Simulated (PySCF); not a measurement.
Electron correlation in Cu (copper, neutral)

[Ar] 3d9 4s2, 2D determinant (an excited configuration). Computed with PySCF 2.14 in def2-QZVPPD, with the non-relativistic Hamiltonian (point nucleus). Frozen: [Ne]; 19 electrons correlated.

MP2 pair energies summed by pair of shells (mhartree):

```csv
pair,energy,share (%)
3d-3d,-348.43,47.0
3p-3d,-198.22,26.7
3d-4s,-47.55,6.4
3s-3d,-45.81,6.2
3p-3p,-44.44,6.0
4s-4s,-23.78,3.2
3s-3p,-22.14,3.0
3p-4s,-6.75,0.9
3s-3s,-4.08,0.5
3s-4s,-0.67,0.1
```

Total MP2 correlation energy: -741.88 mhartree.

Same-spin part -240.40 and opposite-spin part -501.48 mhartree; SCS-MP2 scales them by 1/3 and 6/5 to -681.91 mhartree.

This basis was not built for core-valence correlation, so the inner-shell part is incomplete.
